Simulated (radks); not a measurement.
Valence configurations of Cr II (all share [Ar]). All-electron calculation, scalar-relativistic Kohn-Sham, SCAN, spin-unpolarised, spherical densities, finite nucleus; meta-GGA in the generalised Kohn-Sham scheme; Fermi nuclear charge, rms radius 3.6452 fm. Program: a radial shooting solver on a logarithmic mesh with Libxc functionals. Energies are relative to 3d5; eigenvalues in eV.

3d5: E (eV) 0.000; e(3d) -9.674
3d4.5 4s0.5: E (eV) 0.315; e(3d) -11.568; e(4s) -10.404
3d4 4s1: E (eV) 1.178; e(3d) -13.700; e(4s) -11.461
3d4.5 4p0.5: E (eV) 2.390; e(3d) -12.191; e(4p) -6.627
3d3 4s2: E (eV) 4.981; e(3d) -18.752; e(4s) -13.270
3d3.5 4s1 4p0.5: E (eV) 5.108; e(3d) -16.735; e(4p) -7.862; e(4s) -12.723
3d4 4p1: E (eV) 5.632; e(3d) -14.966; e(4p) -7.527
3d3 4s1 4p1: E (eV) 10.130; e(3d) -20.005; e(4p) -8.751; e(4s) -13.844
3d3 4p2: E (eV) 15.224; e(3d) -21.186; e(4p) -9.330

NIST lists [Ar] 3d5 as the ground configuration; this level of theory agrees among the configurations tried. The energies are those of spherical spin-averaged densities, not of single terms. No valid solution was reached for [Ar] 3d3.5 4s1.5.
